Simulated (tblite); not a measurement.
Parent: `[CH3:1][C:2]1=[C:3]([F:4])[SiH2:5][SiH2:6]1`, C3H7FSi2.

Computed geometry: GFN2-xTB, gas phase. One conformer each, not checked by frequencies here.

```csv
coordinate of the parent,value
C1–C2,1.487 Å
C2=C3,1.341 Å
C3–F4,1.359 Å
C3–Si5,1.903 Å
Si5–Si6,2.337 Å
C2–Si6,1.905 Å
C1–C2–C3,127.2°
C1–C2–Si6,130.3°
C3–C2–Si6,102.5°
C2–C3–F4,123.7°
C2–C3–Si5,107.8°
F4–C3–Si5,128.5°
C3–Si5–Si6,73.4°
C2–Si6–Si5,76.3°
```

Problem. How does the shared frame change in `[CH3:1][NH:2][Si@@H:3]1[SiH2:4][C:5]([F:6])=[C:7]1[CH3:8]` with C1–N2–Si3–Si4 -92°, C4H10FNSi2? Atoms pair as C1 = C8, C2 = C7, C3 = C5, F4 = F6, Si5 = Si4, Si6 = Si3 (parent first).

Solution. 
```csv
parent,relative,value in the relative,change
C1–C2,C8–C7,1.487 Å,0.000
C2=C3,C7=C5,1.339 Å,-0.002
C3–F4,C5–F6,1.361 Å,+0.002
C3–Si5,C5–Si4,1.904 Å,+0.001
Si5–Si6,Si4–Si3,2.344 Å,+0.007
C2–Si6,C7–Si3,1.902 Å,-0.003
C1–C2–C3,C8–C7–C5,127.1°,-0.1
C1–C2–Si6,C8–C7–Si3,130.6°,+0.3
C3–C2–Si6,C5–C7–Si3,102.2°,-0.3
C2–C3–F4,C7–C5–F6,123.3°,-0.4
C2–C3–Si5,C7–C5–Si4,108.4°,+0.6
F4–C3–Si5,F6–C5–Si4,128.3°,-0.2
C3–Si5–Si6,C5–Si4–Si3,72.9°,-0.5
C2–Si6–Si5,C7–Si3–Si4,76.5°,+0.2
```

Of the parent's bonds, Si5–Si6 changes most (+0.007 Å). Bonds of the relative outside the shared frame: C1–N2 1.442, N2–Si3 1.723 Å. Point group Cs → C1.

Problem. How does the shared frame change in `[CH3:1][C:2](=[O:3])[O:4][Si@H:5]1[SiH2:6][C:7]([F:8])=[C:9]1[CH3:10]` with C1–C2–O4–Si5 178°, C2–O4–Si5–Si6 80°, C5H9FO2Si2? Atoms pair as C1 = C10, C2 = C9, C3 = C7, F4 = F8, Si5 = Si6, Si6 = Si5 (parent first).

Solution. 
```csv
parent,relative,value in the relative,change
C1–C2,C10–C9,1.486 Å,-0.001
C2=C3,C9=C7,1.342 Å,+0.001
C3–F4,C7–F8,1.357 Å,-0.002
C3–Si5,C7–Si6,1.909 Å,+0.006
Si5–Si6,Si6–Si5,2.324 Å,-0.013
C2–Si6,C9–Si5,1.902 Å,-0.003
C1–C2–C3,C10–C9–C7,127.2°,0.0
C1–C2–Si6,C10–C9–Si5,131.1°,+0.8
C3–C2–Si6,C7–C9–Si5,101.7°,-0.8
C2–C3–F4,C9–C7–F8,123.3°,-0.4
C2–C3–Si5,C9–C7–Si6,108.1°,+0.3
F4–C3–Si5,F8–C7–Si6,128.5°,0.0
C3–Si5–Si6,C7–Si6–Si5,73.0°,-0.4
C2–Si6–Si5,C9–Si5–Si6,77.1°,+0.8
```

Of the parent's bonds, Si5–Si6 changes most (-0.013 Å). Bonds of the relative outside the shared frame: C1–C2 1.501, C2=O3 1.206, C2–O4 1.319, O4–Si5 1.684 Å. Point group Cs → C1.
